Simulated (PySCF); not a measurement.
Molfile (atoms numbered from 1):
```
H5NO2Si
     RDKit          3D

  9  8  0  0  0  0  0  0  0  0999 V2000
    1.2874    0.0867   -0.3130 N   0  0  0  0  0  0  0  0  0  0  0  0
   -0.2943   -0.1377    0.3524 Si  0  0  0  0  0  4  0  0  0  0  0  0
   -1.2059    1.1390   -0.0893 O   0  0  0  0  0  0  0  0  0  0  0  0
   -0.9590   -1.4740   -0.2680 O   0  0  0  0  0  0  0  0  0  0  0  0
    1.8068    0.9159   -0.0770 H   0  0  0  0  0  0  0  0  0  0  0  0
    1.9066   -0.7068   -0.2999 H   0  0  0  0  0  0  0  0  0  0  0  0
   -0.3711   -0.3753    1.7870 H   0  0  0  0  0  0  0  0  0  0  0  0
   -0.8936    2.0258    0.0540 H   0  0  0  0  0  0  0  0  0  0  0  0
   -1.2633   -1.4677   -1.1715 H   0  0  0  0  0  0  0  0  0  0  0  0
  1  2  1  0
  2  3  1  0
  2  4  1  0
  1  5  1  0
  1  6  1  0
  2  7  1  0
  3  8  1  0
  4  9  1  0
M  END
```

[PySCF 2.14: shielding tensors at PBE0/pcSseg-1 (GIAO); coordinates at the GFN2-xTB level; one computed conformer; no relativistic terms; fast rotation and ring inversion assumed for equivalent nuclei; no solvent model]

Shifts are taken against calculated references (same method and geometry level): 1H and 29Si against TMS; 15N vs NH3; 17O against H2O.

```json
{"atoms": "N1", "nucleus": "15N", "count": "1", "Hirshfeld charge": "-0.33", "δ (ppm)": "?"}
{"atoms": "Si2", "nucleus": "29Si", "count": "1", "Hirshfeld charge": "0.48", "δ (ppm)": "-42.9"}
{"atoms": "H5/H6", "nucleus": "1H", "count": "2", "Hirshfeld charge": "0.11", "δ (ppm)": "0.46"}
{"atoms": "O3/O4", "nucleus": "17O", "count": "2", "Hirshfeld charge": "-0.32", "δ (ppm)": "?"}
{"atoms": "H7", "nucleus": "1H", "count": "1", "Hirshfeld charge": "-0.10", "δ (ppm)": "4.83"}
{"atoms": "H8/H9", "nucleus": "1H", "count": "2", "Hirshfeld charge": "0.18", "δ (ppm)": "1.68"}
```

Question: Complete the table.

Answer: 
- N1: 33.1 ppm, nitrogen bonded to Si, 2 H
- O3/O4: 49.0 ppm, oxygen bonded to Si, H

OH and NH positions are those of a molecule without intermolecular hydrogen bonds; in solution they move with solvent, concentration and temperature, and exchange usually removes their couplings. Experimental scales use liquid or dissolved standards, which lie at an offset from isolated NH3 (liquid NH3: subtract about 20 ppm) and H2O (liquid H2O: subtract about 36 ppm).
